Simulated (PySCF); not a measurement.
Species: C10H15FN (charge -1).
Numbering: `[CH3:1][CH2:2][CH2:3][c:4]1[cH:5][c:6]([F:7])[n-:8][c:9]1[CH2:10][CH2:11][CH3:12]` (hydrogens: H13, H14, H15 on C1; H16, H17 on C2; H18, H19 on C3; H20 on C5; H21, H22 on C10; H23, H24 on C11; H25, H26, H27 on C12)

Torsions of this conformer, `[CH3:1][CH2:2][CH2:3][c:4]1[cH:5][c:6]([F:7])[n-:8][c:9]1[CH2:10][CH2:11][CH3:12]`: C1–C2–C3–C4 -62°, C2–C3–C4–C5 92°, N8–C9–C10–C11 52°, C9–C10–C11–C12 -173°.

The closed-shell ground state was solved at several levels (PySCF, density fitting, gas phase, non-relativistic). One conformer (not necessarily the lowest) at the PBE0-D3(BJ)/def2-SVP geometry, without solvent, vibrations or thermal averaging. Where the HOMO energy is positive, the finite basis confines the outermost electrons. No diffuse functions stand in pcJ-1 and pcSseg-1, which bears on an anion's orbital energies.

```tsv
level	basis functions	total energy (Eh)	HOMO (eV)	LUMO (eV)	gap (eV)
PBE0/pcSseg-1	279	-544.0306	-0.36	4.58	4.94
B3LYP/pcJ-1	474	-544.7471	-0.16	4.32	4.48
CAM-B3LYP/def2-SVPD	363	-544.0807	-1.73	4.20	5.93
```

What might PBE/pcSseg-1 (279 basis functions) give for the same quantities?

Total energy -543.9811 Eh, HOMO 0.63 eV, LUMO 3.78 eV, gap 3.15 eV.

Over all these levels, which gives the widest orbital gap and which the narrowest?

CAM-B3LYP/def2-SVPD (range-separated hybrid) has the widest, 5.93 eV, and PBE/pcSseg-1 (GGA) the narrowest, 3.15 eV. Functional and basis both differ between the two, so the spread mixes both effects.
